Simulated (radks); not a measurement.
Problem. Nb31+, 10 electrons, occupied as [Ne]. Calculated with a radial shooting solver on a logarithmic mesh with Libxc functionals: scalar-relativistic Kohn-Sham, LDA (Slater exchange, Perdew-Wang correlation), spin-unpolarised, spherical densities, finite nucleus; Fermi nuclear charge, rms radius 4.324 fm. Some entries of the table are withheld. Estimate them.

| orbital | occ. | eigenvalue (eV) | <1/r> (bohr^-1) |
|---|---|---|---|
| 1s | 2 | -20486.23 | 42.37 |
| 2s | 2 | -4226.594 | 9.713 |
| 2p | 6 | -3967.376 | 9.442 |
| 3s | 0 | (1) | 3.992 |
| 3p | 0 | -1629.414 | 3.883 |
| 3d | 0 | (2) | 3.712 |

Solution. 
(1) 3s eigenvalue (eV): -1709.254
(2) 3d eigenvalue (eV): -1534.149
